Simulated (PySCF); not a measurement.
## Correlation energy of As⁺ (arsenic, charge +1)

[Ar] 3d10 4s2 4p2, high-spin 3P determinant. Computed with PySCF 2.14 in pcseg-2 (6s5p3d1f, 43 functions), with the non-relativistic Hamiltonian (point nucleus). Frozen: [Ar] 3d10; 4 electrons correlated.

MP2 pair energies summed by pair of shells (mhartree):

```json
{"pair": "4s-4p", "energy": "-33.10", "share (%)": "61.9"}
{"pair": "4s-4s", "energy": "-15.19", "share (%)": "28.4"}
{"pair": "4p-4p", "energy": "-5.22", "share (%)": "9.8"}
```

Total MP2 correlation energy: -53.52 mhartree.

Same-spin part -8.84 and opposite-spin part -44.67 mhartree; SCS-MP2 scales them by 1/3 and 6/5 to -56.56 mhartree.

```
  level  correlation energy (mhartree)
   CCSD                         -69.17
    (T)                          -1.64
CCSD(T)                         -70.81
```

Diagnostics: T1 = 0.0075, D1 = 0.0202, largest double amplitude 0.095.

Cost of the coupled-cluster step: 0.34 s of wall time on 1 thread of Neoverse-V1 (shared host), for 4 correlated electrons.
